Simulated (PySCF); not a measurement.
Gas-phase equilibrium of 1 mol SnCl4, 0.14 mol H2 at 2500 K and 0.133 bar, among 14 species (SnCl4, HCl, SnH2, SnHCl3, SnCl3, H, H2, SnH4, SnCl2, SnH2Cl2, Cl, Cl2, SnH3Cl, SnHCl). Only gases are allowed; each row takes one source of thermochemistry for all species, and Cantera finds the minimum.

Computed with PySCF (xtb for GFN2) and rigid-rotor harmonic-oscillator thermochemistry at 1 bar. † marks an energy on the PBE0/def2-TZVP geometry and frequencies; other levels use their own. Open shells (unrestricted) among the columns below: H (multiplicity 2), Cl (multiplicity 2, electronic degeneracy 6); the rest are closed-shell singlets. GFN2 has no spin-polarisation term. Spin-orbit splitting is ignored; it lowers the true energy and changes the entropy of Cl. B3LYP is the form with VWN-RPA correlation. Sn: scalar-relativistic def2 core potential, no spin-orbit coupling. The harmonic model lacks anharmonicity and excited electronic states, which grow with temperature; levels with a mode under 35 cm⁻¹ are left out. Soft modes under 120 cm⁻¹ make the harmonic entropy rough for SnCl2.

Molecules larger than those listed are left out.

With B3LYP/def2-TZVP† thermochemistry: Cl 0.57, SnCl2 0.33, Cl2 0.0014, HCl 0.092, H 0.0011, H2 0.00023.

Q: How far does the composition move with the other sources (GFN2-xTB, HF/def2-TZVP†, PBE/def2-SVP, LDA/def2-TZVP†, ωB97X-V/def2-TZVP†)?

A: 
```tsv
thermochemistry	x Cl	x SnCl2	x Cl2	x HCl	x H	x H2
B3LYP/def2-TZVP†	0.57	0.33	0.0014	0.092	0.0011	0.00023
GFN2-xTB	0.52	0.35	0.039	0.096	0.00025	0.00024
HF/def2-TZVP†	0.61	0.31	9.7e-7	0.020	0.059	0.0035
PBE/def2-SVP	0.57	0.33	0.0053	0.093	0.0011	5.8e-5
LDA/def2-TZVP†	0.36	0.38	0.15	0.11	9.0e-5	3.1e-6
ωB97X-V/def2-TZVP†	0.57	0.33	0.0027	0.092	0.00084	8.9e-5
```
The most sensitive of these is Cl2: it spans a factor of 10^5.2 over these rows; at this temperature one factor of ten is RT ln 10 = 48 kJ/mol.
